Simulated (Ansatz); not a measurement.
A nudged elastic band was laid between two geometries of CH5AlFN (9 atoms, charge 0, multiplicity 1).

Level of theory: RKS PBE-D4/def2-SVP in Ansatz.

| Item | Value |
| --- | --- |
| movable images | 7 |
| climbing image | yes |
| spring | 5.0 eV/Å² |
| optimiser | quadratic models (default) |
| start path | IDPP |
| force threshold | 0.05 eV/Å |
| iteration limit | 60 |
| end points | relaxed |

Initial state:

```xyz
9
Properties=species:S:1:pos:R:3
C -0.593 1.217 -0.657
Al 0.143 -0.560 -0.336
N 0.710 -1.134 1.248
F 0.277 -1.663 -1.604
H 0.010 1.764 -1.412
H -0.626 1.834 0.264
H -1.625 1.149 -1.060
H 1.097 -2.063 1.427
H 0.697 -0.589 2.112
```

Final state:

```xyz
9
Properties=species:S:1:pos:R:3
C -1.044 1.041 -0.282
Al -0.069 -0.643 -0.160
N 1.552 -0.808 0.550
F -0.759 -2.064 -0.750
H -0.485 1.887 0.168
H -2.025 0.969 0.231
H -1.255 1.298 -1.341
H 2.075 -1.684 0.619
H 2.100 -0.043 0.949
```

Q: What changes between the two ends?

A: No bond is made or broken. The dihedral H6–C1–Al2–F4 goes from 180 to 58°. The two ends are copies of one structure, up to a mirror image or an exchange of like atoms.

Q: Give the energies along the band, and the barrier.

A: It converged. The highest image is number 4 of 0 to 8, 0.3 kcal/mol above the ends, which have the same energy within 2 meV. A vibrational analysis at the climbing image gives one clearly imaginary mode, 77i cm⁻¹: a first-order saddle point.

```tsv
image	path coordinate (Å)	energy (kcal/mol)	dihedral H6–C1–Al2–F4 (°)
0	0.00	0.0	180
1	0.40	0.0	165
2	0.81	0.1	151
3	1.21	0.3	136
4	1.61	0.3	120
5	2.02	0.2	104
6	2.43	0.1	88
7	2.84	0.0	73
8	3.25	0.0	58
```

Q: What is the geometry of the highest image?

A: 
```xyz
9
Properties=species:S:1:pos:R:3:forces:R:3
C -0.888 1.113 -0.482 0.00 0.01 0.01
Al -0.036 -0.627 -0.249 0.01 -0.03 -0.02
N 1.286 -0.934 0.900 -0.01 0.02 0.00
F -0.529 -1.953 -1.166 0.00 0.01 0.01
H -0.152 1.888 -0.781 0.00 0.00 -0.01
H -1.357 1.462 0.462 -0.01 0.00 0.00
H -1.678 1.077 -1.259 -0.01 0.01 0.00
H 1.746 -1.836 1.035 0.01 -0.01 0.00
H 1.696 -0.235 1.522 0.00 -0.01 0.00
```

The run took 2.4 min on 1 thread of AMD EPYC (Zen 3), with other jobs on the host, peak memory 0.13 GiB.
